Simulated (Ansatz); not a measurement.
Start from `B[CH2][GaH][CH3]` and change one atom or group to get `[CH3][GaH][CH2]F`.

Ansatz, PBE0-D4/def2-TZVP geometries, multiplicity 1. Each molecule was computed in one conformer, which needn't be the lowest.

Scalar relativity is left out up to krypton.

| property | `B[CH2][GaH][CH3]` |
| --- | --- |
| HOMO energy (B3LYP/def2-TZVPP) / eV | -7.64 |
| LUMO energy (ωB97M-V/def2-TZVPP) / eV | 0.02 |
| size of the dipole moment (PBE/def2-TZVPP) / D | 1.61 |
| HOMO energy (PBE/def2-TZVPP) / eV | -6.77 |
| HOMO energy (ωB97M-V/def2-TZVPP) / eV | -10.03 |
| size of the dipole moment (B3LYP/def2-TZVPP) / D | 1.50 |

(1) Give the same properties after the change, and the shifts. (An estimate is asked.)

## Answers

(1) Ansatz gave: 
| property | `[CH3][GaH][CH2]F` | shift |
| --- | --- | --- |
| HOMO energy (B3LYP/def2-TZVPP) / eV | -7.30 | 0.34 |
| LUMO energy (ωB97M-V/def2-TZVPP) / eV | 0.43 | 0.41 |
| size of the dipole moment (PBE/def2-TZVPP) / D | 1.04 | -0.57 |
| HOMO energy (PBE/def2-TZVPP) / eV | -6.15 | 0.62 |
| HOMO energy (ωB97M-V/def2-TZVPP) / eV | -9.76 | 0.27 |
| size of the dipole moment (B3LYP/def2-TZVPP) / D | 1.22 | -0.28 |

With PBE0 the HOMO rises by 0.37 eV and the LUMO rises by 0.51 eV, so the gap widens by about 0.14 eV. PBE moves the HOMO by 0.62 eV and ωB97M-V by 0.27 eV. Dipoles are sizes alone; their direction can turn.

B3LYP here is the variant with VWN-RPA as its local correlation; programs differ in this.
